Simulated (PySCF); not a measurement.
PySCF input file for C2H5FSi2, SMILES C#C[Si@@H](F)[SiH3], TDDFT-PBE/def2-SVPD. Coordinates come from a ωB97X-D3(BJ)/def2-SVP optimisation. The structure was generated by enumeration; whether it is a known compound was not checked.

```python
import numpy as np
from pyscf import gto, scf, dft, tdscf

mol = gto.M(
    atom='''
    C     2.05204195    1.93045465    0.26147989
    C     1.33068033    1.01859748   -0.09009488
    Si    0.17228799   -0.31807762   -0.58186312
    F     0.80599897   -1.75449037   -0.13357870
    Si   -1.84754075   -0.00566394    0.53507451
    H     2.69674363    2.73684169    0.57051029
    H     0.04160771   -0.32661772   -2.06210509
    H    -2.81403337   -1.08803435    0.18901290
    H    -1.60379980   -0.00548073    2.00582013
    H    -2.41730392    1.31177331    0.12570049
    ''',
    basis='def2-SVPD',
    charge=0,
    spin=0,
    max_memory=1600,
    verbose=4,
)
mf = dft.RKS(mol, xc='pbe').density_fit(auxbasis='def2-universal-jkfit')
mf.grids.level = 3
mf.conv_tol = 1e-9
mf.max_cycle = 100
mf.kernel()
mf.grids = dft.Grids(mol).set(level=1).build(with_non0tab=True)  # coarser grid for the response kernel
td = tdscf.TDDFT(mf)
td.singlet = True
td.nstates = 10
td.conv_tol = 1e-4
td.positive_eig_threshold = 1e-6
td.kernel(x0=td.get_init_guess(mf, 15))
td.analyze()
tt = tdscf.TDA(mf)
tt.singlet = False
tt.nstates = 4
tt.conv_tol = 1e-4
tt.positive_eig_threshold = 1e-6
tt.kernel(x0=tt.get_init_guess(mf, 9))
tt.analyze(verbose=3)
```

It prints:

```
PySCF version 2.14.0

[INPUT] verbose = 4
[INPUT] num. atoms = 10
[INPUT] num. electrons = 54
[INPUT] charge = 0
[INPUT] spin (= nelec alpha-beta = 2S) = 0
[INPUT] symmetry False subgroup None
[INPUT] Mole.unit = angstrom
[INPUT] Symbol           X                Y                Z      unit          X                Y                Z       unit  Magmom
[INPUT]  1 C      2.052041950000   1.930454650000   0.261479890000 AA    3.877797281618   3.648030584393   0.494125379181 Bohr   0.0
[INPUT]  2 C      1.330680330000   1.018597480000  -0.090094880000 AA    2.514621383046   1.924870268372  -0.170254648426 Bohr   0.0
[INPUT]  3 Si     0.172287990000  -0.318077620000  -0.581863120000 AA    0.325577115652  -0.601079588153  -1.099561938785 Bohr   0.0
[INPUT]  4 F      0.805998970000  -1.754490370000  -0.133578700000 AA    1.523117309982  -3.315506287487  -0.252427159075 Bohr   0.0
[INPUT]  5 Si    -1.847540750000  -0.005663940000   0.535074510000 AA   -3.491346021474  -0.010703295386   1.011144280136 Bohr   0.0
[INPUT]  6 H      2.696743630000   2.736841690000   0.570510290000 AA    5.096106888865   5.171881240392   1.078108199346 Bohr   0.0
[INPUT]  7 H      0.041607710000  -0.326617720000  -2.062105090000 AA    0.078627176570  -0.617218038230  -3.896813860172 Bohr   0.0
[INPUT]  8 H     -2.814033370000  -1.088034350000   0.189012900000 AA   -5.317752374687  -2.056086935619   0.357182615010 Bohr   0.0
[INPUT]  9 H     -1.603799800000  -0.005480730000   2.005820130000 AA   -3.030742380632  -0.010357078663   3.790450700839 Bohr   0.0
[INPUT] 10 H     -2.417303920000   1.311773310000   0.125700490000 AA   -4.568042368638   2.478892293414   0.237539499824 Bohr   0.0

nuclear repulsion = 252.118565420403
number of shells = 65
number of NR pGTOs = 227
number of NR cGTOs = 151
basis = def2-SVPD
ecp = {}


[settings echo left out]
init E= -757.348514904721
  HOMO = -0.298533654428081  LUMO = -0.11201441744241  gap/eV = 5.07545
cycle= 1 E= -757.141077624443  delta_E= 0.207  |g|= 0.617  |ddm|= 7.13
  HOMO = -0.197655865040688  LUMO = -0.0526400216528868  gap/eV = 3.94608
cycle= 2 E= -756.900231670925  delta_E= 0.241  |g|= 1.29  |ddm|=  2.3
  HOMO = -0.243583470126242  LUMO = -0.0697694020828479  gap/eV = 4.72972
cycle= 3 E= -757.215535173172  delta_E= -0.315  |g|= 0.182  |ddm|= 1.35
  HOMO = -0.25620963312483  LUMO = -0.0753009472088451  gap/eV = 4.92278
cycle= 4 E= -757.221897020739  delta_E= -0.00636  |g|= 0.0866  |ddm|= 0.345
  HOMO = -0.257421587370595  LUMO = -0.0752883085590659  gap/eV = 4.95610
cycle= 5 E= -757.222966403367  delta_E= -0.00107  |g|= 0.0675  |ddm|= 0.14
  HOMO = -0.256326107080753  LUMO = -0.0744656183843637  gap/eV = 4.94868
cycle= 6 E= -757.224112964082  delta_E= -0.00115  |g|= 0.00645  |ddm|= 0.066
  HOMO = -0.256187072062253  LUMO = -0.0745778610947352  gap/eV = 4.94184
cycle= 7 E= -757.224129349302  delta_E= -1.64e-05  |g|= 0.00172  |ddm|= 0.0169
  HOMO = -0.256142142113363  LUMO = -0.0745078164717157  gap/eV = 4.94252
cycle= 8 E= -757.224130337371  delta_E= -9.88e-07  |g|= 0.00031  |ddm|= 0.00338
  HOMO = -0.256151351390514  LUMO = -0.0745177058081672  gap/eV = 4.94250
cycle= 9 E= -757.224130366677  delta_E= -2.93e-08  |g|= 5.44e-05  |ddm|= 0.000686
  HOMO = -0.256147774706485  LUMO = -0.0745150105523105  gap/eV = 4.94248
cycle= 10 E= -757.224130367655  delta_E= -9.78e-10  |g|= 1.55e-05  |ddm|= 0.00014
  HOMO = -0.256151425725498  LUMO = -0.0745181153798504  gap/eV = 4.94249
Extra cycle  E= -757.224130367613  delta_E= 4.2e-11  |g|= 1.96e-05  |ddm|= 7.45e-05
converged SCF energy = -757.224130367613
tot grids = 40848
Overwritten attributes  positive_eig_threshold  of <class 'pyscf.tdscf.rks.CasidaTDDFT'>


******** <class 'pyscf.tdscf.rks.CasidaTDDFT'> for <class 'pyscf.df.df_jk.DFRKS'> ********
nstates = 10 singlet
deg_eia_thresh = 1.000e-03
wfnsym = None
conv_tol = 0.0001
eigh lindep = 1e-12
eigh level_shift = 0
eigh max_cycle = 100


Excitation energies (eV)
[5.06903139 5.70404901 6.00791803 6.22107186 6.4283878  6.50790468
 6.68365412 6.79017942 6.89230927 6.91261892]

** Singlet excitation energies and oscillator strengths **
Excited State   1:      5.06903 eV    244.59 nm  f=0.0072
      27 -> 28        0.69889
Excited State   2:      5.70405 eV    217.36 nm  f=0.0035
      26 -> 28       -0.54360
      27 -> 29       -0.43822
Excited State   3:      6.00792 eV    206.37 nm  f=0.0106
      25 -> 28       -0.66522
      26 -> 29       -0.15042
      27 -> 29       -0.13527
Excited State   4:      6.22107 eV    199.30 nm  f=0.0275
      25 -> 28       -0.17855
      26 -> 28       -0.11363
      26 -> 29        0.63894
      27 -> 29        0.18299
Excited State   5:      6.42839 eV    192.87 nm  f=0.2086
      25 -> 29       -0.36486
      26 -> 28       -0.29624
      26 -> 29       -0.22265
      26 -> 30        0.17973
      27 -> 29        0.40212
Excited State   6:      6.50790 eV    190.51 nm  f=0.0182
      25 -> 29       -0.12806
      25 -> 30        0.11669
      27 -> 30        0.66941
Excited State   7:      6.68365 eV    185.50 nm  f=0.0082
      24 -> 28        0.68633
      27 -> 31        0.10765
Excited State   8:      6.79018 eV    182.59 nm  f=0.0027
      23 -> 28       -0.44426
      27 -> 31        0.52103
      27 -> 32       -0.14254
Excited State   9:      6.89231 eV    179.89 nm  f=0.0009
      23 -> 28        0.38537
      25 -> 29        0.10650
      26 -> 30        0.16779
      27 -> 31        0.21046
      27 -> 32       -0.50006
Excited State  10:      6.91262 eV    179.36 nm  f=0.0037
      23 -> 28       -0.15031
      25 -> 29        0.31111
      26 -> 30        0.58572
      27 -> 32        0.12132

** Transition electric dipole moments (AU) **
state          X           Y           Z        Dip. S.      Osc.
  1        -0.1447     -0.1447      0.1266      0.0579      0.0072
  2        -0.1356      0.0796     -0.0118      0.0249      0.0035
  3        -0.1948     -0.1696      0.0721      0.0719      0.0106
  4         0.3789      0.1879      0.0384      0.1803      0.0275
  5         0.9726      0.5956      0.1543      1.3244      0.2086
  6         0.2266      0.0044     -0.2501      0.1139      0.0182
  7         0.1085      0.1807      0.0744      0.0500      0.0082
  8        -0.1221     -0.0102     -0.0306      0.0159      0.0027
  9         0.0445      0.0554     -0.0003      0.0050      0.0009
 10        -0.1006      0.0754     -0.0768      0.0217      0.0037

** Transition velocity dipole moments (imaginary part, AU) **
state          X           Y           Z        Dip. S.      Osc.
  1        -0.0281     -0.0290      0.0267      0.0023      0.0084
  2        -0.0302      0.0183     -0.0036      0.0013      0.0040
  3        -0.0466     -0.0393      0.0188      0.0041      0.0123
  4         0.0871      0.0421      0.0089      0.0094      0.0275
  5         0.2320      0.1432      0.0357      0.0756      0.2134
  6         0.0570      0.0008     -0.0648      0.0075      0.0208
  7         0.0279      0.0463      0.0191      0.0033      0.0089
  8        -0.0304     -0.0015     -0.0058      0.0010      0.0026
  9         0.0102      0.0165      0.0016      0.0004      0.0010
 10        -0.0264      0.0201     -0.0213      0.0016      0.0041

** Transition magnetic dipole moments (imaginary part, AU) **
state          X           Y           Z
  1        -0.3873     -0.4288     -0.3074
  2        -0.0360      0.0565      0.0891
  3        -0.2234     -0.1302     -0.2596
  4        -0.1842      0.0084     -0.1282
  5        -0.1884      0.1385     -0.0853
  6        -0.2636      0.6315     -0.2348
  7        -0.1162      0.0993     -0.0164
  8        -0.2766      0.2303     -0.2479
  9        -0.0805      0.1855     -0.1620
 10         0.1087     -0.1622     -0.1144
Overwritten attributes  positive_eig_threshold  of <class 'pyscf.tdscf.rks.TDA'>


******** <class 'pyscf.tdscf.rks.TDA'> for <class 'pyscf.df.df_jk.DFRKS'> ********
nstates = 4 triplet
deg_eia_thresh = 1.000e-03
wfnsym = None
conv_tol = 0.0001
eigh lindep = 1e-12
eigh level_shift = 0
eigh max_cycle = 100


Excitation energies (eV)
[4.6228649  4.75853824 5.06632351 5.48258865]

** Triplet excitation energies and oscillator strengths **
Excited State   1:      4.62286 eV    268.20 nm  f=0.0000
Excited State   2:      4.75854 eV    260.55 nm  f=0.0000
Excited State   3:      5.06632 eV    244.72 nm  f=0.0000
Excited State   4:      5.48259 eV    226.14 nm  f=0.0000
```

The calculation finished and met its thresholds.

Cost: roughly 50 core-seconds.
